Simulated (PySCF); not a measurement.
# P⁺: ionisation energy

P⁺ [Ne] 3s2 3p2 (3P) → P²⁺ [Ne] 3s2 3p1 (2P), as a difference of total energies. All numbers are calculated (PySCF 2.14, the spin-free X2C one-electron Hamiltonian (Gaussian nucleus), in dyall-v3z). Correlated levels: valence: [Ne] frozen; virtual orbitals above 40 to 60 times the deepest correlated orbital energy dropped. The calculations carry no spin-orbit coupling.

Problem. Order these methods by the ionisation energy they give, lowest first.
A. MP2 (valence)
B. CCSD(T) (valence)
C. SCS-MP2 (valence)
D. UHF

Solution. D (19.158 eV), C (19.514 eV), A (19.605 eV), B (19.675 eV).

A first-order spin-orbit estimate (lowest level to lowest level, LS coupling) adds -0.007 eV.

Errors of the correlated levels include the incompleteness of this basis and the frozen core.

For comparison: 19.769 eV (semi-empirical (NIST evaluation); NIST Atomic Spectra Database, ionization energies).
